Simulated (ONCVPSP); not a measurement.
Which change was made? (Ru, ONCV)

* Element: ruthenium (Ru)
* Generator: ONCVPSP 4.0.1
* Type: optimised norm-conserving Vanderbilt (ONCV)
* Functional: LDA (Perdew-Wang 92)
* Relativity: scalar-relativistic
* Frozen core: [Ar] 3d10
* Valence charge: 16
* Reference configuration: 4s2 4p6 4d6.5 (charge +1.5)
* Partial waves: 4s: rc 1.15 bohr, ncon 4, nbas 9, qcut 6.2 1/bohr, 2 projectors, debl 3.2 Ha; 4p: rc 1.30 bohr, ncon 5, nbas 9, qcut 6.8 1/bohr, 2 projectors, debl 1.1 Ha; 4d: rc 1.85 bohr, ncon 5, nbas 10, qcut 6.7 1/bohr, 3 projectors, debl 1.7 Ha
* Local potential: polynomial inside 0.85 bohr (lpopt 4, dvloc0 1 Ha)
* Core correction: none

In the s channel the program set the typed energies aside and used -3.307, 0.250 Ha. In the p channel the program set the typed energies aside and used -2.207, 0.250 Ha.

Cutoffs, loose and tight: the cutoffs (Ha) at which the residual kinetic energy of the hardest occupied pseudo-wave falls to 1 and 0.1 mHa per electron. They do not see the model core or the augmentation charge, which bear on the density cutoff. Test errors are all-electron minus pseudo excitation energies from the reference, over the configurations 4s2 4p6 4d7 5s1; 4s2 4p6 4d7; 4s2 4p6 4d6; 4s2 4p6 4d5; variants that change the core or the reference have their own tests.

The base gives: outcome: generated, projector energies reset by the program; cutoff, loose: 151 Ha; cutoff, tight: 185 Ha; bound ghosts: none; GHOST(+) flags above zero: s; largest test error (meV): +9.3.

After one change the result is: outcome: generated, projector energies reset by the program; cutoff, loose: 344 Ha; cutoff, tight: 414 Ha; bound ghosts: none; GHOST(+) flags above zero: s; largest test error (meV): +9.2. Which change was it?
A. s: rc 0.96
B. s: rc 0.8; local potential polynomial inside 0.80 bohr (lpopt 4, dvloc0 1 Ha)
C. s: rc 1.68
D. s: rc 1.22

B. The others give: s: rc 0.96 → outcome: generated, projector energies reset by the program; cutoff, loose: 213 Ha; cutoff, tight: 258 Ha; bound ghosts: none; GHOST(+) flags above zero: s; largest test error (meV): +9.3 | s: rc 1.68 → outcome: generated, projector energies reset by the program; cutoff, loose: 83 Ha; cutoff, tight: 147 Ha; bound ghosts: none; GHOST(+) flags above zero: s; largest test error (meV): +10 | s: rc 1.22 → outcome: generated, projector energies reset by the program; cutoff, loose: 105 Ha; cutoff, tight: 162 Ha; bound ghosts: none; GHOST(+) flags above zero: s; largest test error (meV): +9.3.
